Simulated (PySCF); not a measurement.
## H2SeS at several levels of theory

All levels use the PBE0 minimum (singlet; Se–H 1.500 Å (×2), Se–S 2.093 Å; H–Se–H 87.9°, H–Se–S 106.4° (×2)), basis [Se def2-TZVP, S def2-TZVP, H def2-TZVP], no relativity, density fitting, no spin–orbit coupling, PySCF. For vertical energies the ionised species is a doublet (spins chosen at PBE0 and kept). Atomisation goes to high-spin ground-configuration atoms, without zero-point energy. Open shells are unrestricted, also as the reference of the correlated levels. A dash marks a value that was not computed or is not defined at that level.

```tsv
level	atomisation (kJ/mol)	vertical IP (eV)	−ε(HOMO) (eV)	gap (eV)	dipole (D)
PBE0	813	8.58	6.33	5.42	4.01
HF	445	7.46	8.94	11.28	4.47
MP2	763	8.61	–	–	–
PBE	846	8.59	5.19	3.37	3.75
B3LYP	805	8.62	6.09	4.93	3.91
r2SCAN	829	8.58	5.42	3.84	3.93
TPSSh	837	8.59	5.74	4.41	3.88
TPSS	848	8.60	5.30	3.64	3.78
HSE06	813	8.57	5.93	4.64	3.99
```
